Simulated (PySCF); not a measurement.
# Ions at one geometry of [Pb(OH)3]+

PySCF 2.14.0, RKS r2SCAN, Pb def2-SVP with ECP60, O def2-SVP, H def2-SVP; non-relativistic Hamiltonian with scalar-relativistic core potentials where named; density fitting; no spin-orbit coupling; singlets restricted, open shells unrestricted. The geometry is relaxed for charge +1, singlet, vacuum:

```xyz
7

Pb    0.0000    0.0000    0.0635
O     2.0217    0.3477    0.0649
H     2.5113   -0.5017    0.0643
O    -1.3119    1.5771    0.0649
H    -0.8211    2.4257    0.0643
O    -0.7098   -1.9247    0.0649
H    -1.6901   -1.9240    0.0643
```

Energies count from the relaxed state; an electron taken off or put on is at rest in vacuum. Charges and spins are Mulliken's.

```csv
state,energy (eV),spin squared,charge on Pb1 (e),spin on Pb1 (e),dipole about the centre of mass (D)
"charge +1, singlet, vacuum",0.00,0.00,1.26,0.00,0.01
"charge 0, doublet, vacuum",-7.86,0.76,0.84,0.29,0.00
```

What does the state charge +2, doublet, vacuum give?

energy (eV) 16.81, spin squared 0.76, charge on Pb1 (e) 1.50, spin on Pb1 (e) -0.09, dipole about the centre of mass (D) 0.84.

With an electron taken off (doublet) the charges change, summed by element, by Pb +0.23 e, O +0.60 e, H +0.16 e. The vertical ionisation energy is 16.81 eV, against −ε(HOMO) = 13.62 eV of the relaxed state. The level lies 3.2 eV too high, as is usual for semilocal functionals and global hybrids, which keep a self-interaction error.

With an electron put on (doublet) the charges change, summed by element, by Pb -0.43 e, O -0.36 e, H -0.22 e. The vertical electron affinity is 7.86 eV, against −ε(LUMO) = 10.94 eV of the relaxed state.

Open shells may have lower solutions than those found. Hard to converge, so the more doubtful: charge +2, doublet, vacuum.

No frequency check is given that shows the relaxed geometry to be a minimum.
